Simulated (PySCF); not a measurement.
Planning a shielding job on `BCBCCC`.

Method: GIAO PBE0/pcSseg-1 NMR shielding, non-relativistic, gas phase (PySCF 2.14.0, density-fitted response routines). Geometry: GFN2-xTB, NEB image 4 of 0 to 8. Work: shieldings, density fitting. A driver script takes a list of jobs; this job's settings line and coordinates (Å) are shown.

Command:
```bash
OMP_NUM_THREADS=1 python probes_run.py task.json out
```

Input:
```
{"job": {"kind": "nmr", "xc": "PBE0", "basis": "pcSseg-1", "pop": false}, "charge": 0, "multiplicity": 1}
B     -2.081200    -0.390800     1.289900
C     -2.009500     0.222700    -0.148100
B     -0.854900     1.295900    -0.094800
C      0.662900     0.997800    -0.394400
C      1.107100    -0.402800    -0.855700
C      2.109000    -1.039400     0.102300
H     -1.446200    -1.335100     1.563400
H     -2.745400     0.107500     2.114800
H     -2.944400     0.718800    -0.406400
H     -1.794400    -0.541800    -0.892600
H     -1.122500     2.394300     0.224800
H      1.197200     1.241900     0.531200
H      1.025300     1.745400    -1.106800
H      1.562200    -0.339400    -1.846500
H      0.246300    -1.066400    -0.939400
H      3.007100    -0.429200     0.185000
H      1.671900    -1.146400     1.093000
H      2.400700    -2.026600    -0.251400
```

Hardware: one thread, Intel Xeon Platinum 8259CL at 2.50 GHz (x86_64) (shared host). PySCF's memory limit was set to 1200 MB.

**Question.** How large is the basis?

**Answer.** 162 functions for 46 electrons, with 828 fitting functions; the fitted three-index integrals, 828 × 162 × 163/2 numbers of 8 bytes, come to 83 MiB.

**Question.** What wall time should be expected on this hardware?

**Answer.** About 22 s. The SCF took 12 cycles.

**Question.** How much memory does it need at the peak?

**Answer.** About 0.76 GiB. Peak memory is the resident size of the whole Python process, interpreter and libraries included.

**Question.** At this speed, how long would 100 such jobs take on 8 cores, one job a core?

**Answer.** 100/8 gives 13 rounds of 22 s, about 4.8 min of wall time and 0.61 core-hours, if the jobs don't slow each other.

The SCF part of the output:
```
coarse grid: 13960 points
cycle   1  E = -208.9219599155  dE =  2.421e-01  |g| = 4.586e-01  |ddm| = 3.449e+00
cycle   2  E = -208.9129475665  dE =  9.012e-03  |g| = 5.042e-01  |ddm| = 8.137e-01
cycle   3  E = -208.9800680266  dE = -6.712e-02  |g| = 3.134e-02  |ddm| = 4.515e-01
cycle   4  E = -208.9802944024  dE = -2.264e-04  |g| = 1.218e-02  |ddm| = 4.330e-02
cycle   5  E = -208.9803292781  dE = -3.488e-05  |g| = 3.930e-03  |ddm| = 1.308e-02
cycle   6  E = -208.9803329302  dE = -3.652e-06  |g| = 5.892e-04  |ddm| = 3.282e-03
final grid: 131712 points
cycle   7  E = -209.0134633206  dE = -4.748e-05  |g| = 8.688e-03  |ddm| = 2.929e-02
cycle   8  E = -209.0134578139  dE =  5.507e-06  |g| = 9.946e-03  |ddm| = 1.575e-02
cycle   9  E = -209.0134835348  dE = -2.572e-05  |g| = 4.157e-04  |ddm| = 8.209e-03
cycle  10  E = -209.0134835785  dE = -4.370e-08  |g| = 1.248e-04  |ddm| = 5.066e-04
cycle  11  E = -209.0134835823  dE = -3.790e-09  |g| = 4.027e-05  |ddm| = 1.228e-04
cycle  12  E = -209.0134835826  dE = -3.813e-10  |g| = 7.212e-06  |ddm| = 3.705e-05
converged SCF energy = -209.0134835826
```

On the final grid dE counts from the start density on that grid.

Times come from a shared host and carry two figures at best.
